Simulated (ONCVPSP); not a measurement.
## An all-electron radial function and its pseudo partner (B (Z = 5))

Columns: radius, all-electron u(r) and pseudo u(r) of the 2s shell (level -31.34 eV) of boron in the configuration [He] 2s1; LDA (Perdew-Zunger), scalar-relativistic, ONCV scheme, ONCVPSP 4.0.1.

```json
{"r (bohr)": "0.060", "all-electron": "-0.2421", "pseudo": "0.0293"}
{"r (bohr)": "0.120", "all-electron": "-0.3500", "pseudo": "0.0587"}
{"r (bohr)": "0.180", "all-electron": "-0.3700", "pseudo": "0.0888"}
{"r (bohr)": "0.240", "all-electron": "-0.3334", "pseudo": "0.1206"}
{"r (bohr)": "0.300", "all-electron": "-0.2613", "pseudo": "0.1552"}
{"r (bohr)": "0.360", "all-electron": "-0.1686", "pseudo": "0.1934"}
{"r (bohr)": "0.420", "all-electron": "-0.0655", "pseudo": "0.2351"}
{"r (bohr)": "0.480", "all-electron": "0.0409", "pseudo": "0.2797"}
{"r (bohr)": "0.540", "all-electron": "0.1458", "pseudo": "0.3262"}
{"r (bohr)": "0.600", "all-electron": "0.2461", "pseudo": "0.3739"}
{"r (bohr)": "0.660", "all-electron": "0.3394", "pseudo": "0.4230"}
{"r (bohr)": "0.720", "all-electron": "0.4247", "pseudo": "0.4737"}
{"r (bohr)": "0.780", "all-electron": "0.5011", "pseudo": "0.5259"}
{"r (bohr)": "0.840", "all-electron": "0.5686", "pseudo": "0.5785"}
{"r (bohr)": "0.900", "all-electron": "0.6271", "pseudo": "0.6296"}
{"r (bohr)": "0.960", "all-electron": "0.6768", "pseudo": "0.6767"}
{"r (bohr)": "1.020", "all-electron": "0.7181", "pseudo": "0.7177"}
{"r (bohr)": "1.080", "all-electron": "0.7515", "pseudo": "0.7513"}
{"r (bohr)": "1.140", "all-electron": "0.7774", "pseudo": "0.7774"}
{"r (bohr)": "1.200", "all-electron": "0.7965", "pseudo": "0.7965"}
{"r (bohr)": "1.260", "all-electron": "0.8093", "pseudo": "0.8093"}
{"r (bohr)": "1.320", "all-electron": "0.8164", "pseudo": "0.8164"}
{"r (bohr)": "1.380", "all-electron": "0.8184", "pseudo": "0.8184"}
{"r (bohr)": "1.440", "all-electron": "0.8158", "pseudo": "0.8158"}
{"r (bohr)": "1.500", "all-electron": "0.8092", "pseudo": "0.8092"}
{"r (bohr)": "1.560", "all-electron": "0.7991", "pseudo": "0.7991"}
```

Task: How many radial nodes do the two functions have?

Result: The all-electron 2s function has n − l − 1 = 1; the pseudo-wave has 0, since the states of the same l below it are removed with the core.

Task: At about which radius was the pseudo-wave matched?

Result: 1.20 bohr. The columns agree to 0.0005 from 0.96 bohr on; several derivatives are matched, so the curves merge somewhat inside the radius.

Task: Is the pseudo-wave norm-conserving?

Result: Yes: the ONCV scheme keeps the norm inside the radius equal to the all-electron one, which fixes the energy derivative of the logarithmic derivative at the level.
